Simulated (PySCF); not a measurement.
**Polarisability and C₆ of V⁻ (vanadium, charge -1)**

[Ar] 3d4 4s2, high-spin 5D determinant. Computed with PySCF 2.14 in dyall-av2z, with the non-relativistic Hamiltonian (point nucleus). Coupled (time-dependent) response in atomic units; α is the mean over directions. A double-zeta set is small for polarisabilities.

```tsv
method	mean α (bohr³)	α xx, yy, zz	C₆ (like pair)	S(−4)
LC-wPBE	138700	206900, 206900, 2242	15420000	123800000000
```

S(−4) is the Cauchy moment in α(ω) = α(0) + S(−4) ω² + …

α(iu) at LC-wPBE:

```json
{"u (hartree)": "0", "α(iu) (bohr³)": "138700"}
{"u (hartree)": "0.0500", "α(iu) (bohr³)": "308.6"}
{"u (hartree)": "0.100", "α(iu) (bohr³)": "136.7"}
{"u (hartree)": "0.200", "α(iu) (bohr³)": "50.03"}
{"u (hartree)": "0.300", "α(iu) (bohr³)": "26.80"}
{"u (hartree)": "0.500", "α(iu) (bohr³)": "12.72"}
{"u (hartree)": "0.750", "α(iu) (bohr³)": "7.351"}
{"u (hartree)": "1.00", "α(iu) (bohr³)": "5.005"}
{"u (hartree)": "1.50", "α(iu) (bohr³)": "2.857"}
{"u (hartree)": "2.00", "α(iu) (bohr³)": "1.880"}
{"u (hartree)": "3.00", "α(iu) (bohr³)": "1.009"}
{"u (hartree)": "5.00", "α(iu) (bohr³)": "0.4381"}
```

For an ion, C₆ is the dispersion term alone; charge-induced terms of lower order in 1/R come first.

The components differ because the open shell of this determinant is not spherical; for a pure term their mean is the scalar polarisability.

⟨S²⟩ = 6.12 against 6.00 shows spin contamination.
